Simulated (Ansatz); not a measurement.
B2H6OSi (`OBB[SiH3]`), relaxed with RKS PBE-D4/def2-SVP in Ansatz 0.2.0 from a rough embedded geometry. The force threshold is 0.03 eV/Å; the program also tests the step.

The species carries charge 0 and has multiplicity 1.

Start:

```xyz
10

O     2.412   -1.098   -0.105
B     1.053   -0.908    0.233
B     0.268    0.360   -0.435
Si   -1.646    0.672   -0.127
H     2.966   -0.612    0.607
H     0.495   -1.653    0.956
H     0.798    1.093   -1.225
H    -1.785    0.878    1.348
H    -2.133    1.804   -0.792
H    -2.427   -0.535   -0.460
```

```json
{"step": "1", "energy (eV)": "-11359.1230", "largest force (eV/Å)": "1.759", "largest move (Å)": "0.000"}
{"step": "2", "energy (eV)": "-11359.5646", "largest force (eV/Å)": "1.395", "largest move (Å)": "0.187"}
{"step": "3", "energy (eV)": "-11359.8133", "largest force (eV/Å)": "1.488", "largest move (Å)": "0.195"}
{"step": "4", "energy (eV)": "-11360.0986", "largest force (eV/Å)": "1.432", "largest move (Å)": "0.195"}
{"step": "5", "energy (eV)": "-11360.3486", "largest force (eV/Å)": "1.495", "largest move (Å)": "0.200"}
{"step": "6", "energy (eV)": "-11360.4425", "largest force (eV/Å)": "0.605", "largest move (Å)": "0.143"}
{"step": "7", "energy (eV)": "-11360.5155", "largest force (eV/Å)": "0.268", "largest move (Å)": "0.200"}
{"step": "8", "energy (eV)": "-11360.5691", "largest force (eV/Å)": "0.463", "largest move (Å)": "0.192"}
{"step": "9", "energy (eV)": "-11360.6183", "largest force (eV/Å)": "0.813", "largest move (Å)": "0.195"}
{"step": "10", "energy (eV)": "-11360.6852", "largest force (eV/Å)": "0.398", "largest move (Å)": "0.147"}
{"step": "11", "energy (eV)": "-11360.7245", "largest force (eV/Å)": "0.410", "largest move (Å)": "0.200"}
{"step": "12", "energy (eV)": "-11360.7413", "largest force (eV/Å)": "0.141", "largest move (Å)": "0.200"}
{"step": "13", "energy (eV)": "-11360.7495", "largest force (eV/Å)": "0.079", "largest move (Å)": "0.051"}
{"step": "14", "energy (eV)": "-11360.7524", "largest force (eV/Å)": "0.065", "largest move (Å)": "0.058"}
{"step": "15 (rejected)", "energy (eV)": "-11360.7512", "largest force (eV/Å)": "0.153", "largest move (Å)": "0.036"}
{"step": "16", "energy (eV)": "-11360.7536", "largest force (eV/Å)": "0.011", "largest move (Å)": "0.017"}
```

End:

```xyz
10

O     2.338   -0.290    0.804
B     1.272   -0.750    0.087
B     0.166    0.177   -0.751
Si   -1.609    0.774    0.011
H     2.845   -1.011    1.220
H     1.054   -1.968    0.038
H     0.298    0.382   -1.948
H    -1.672    0.863    1.514
H    -2.069    2.093   -0.558
H    -2.620   -0.270   -0.417
```

Run time 25 s (2 threads of an Arm Neoverse V1 on a shared host); peak host memory 0.12 GiB.
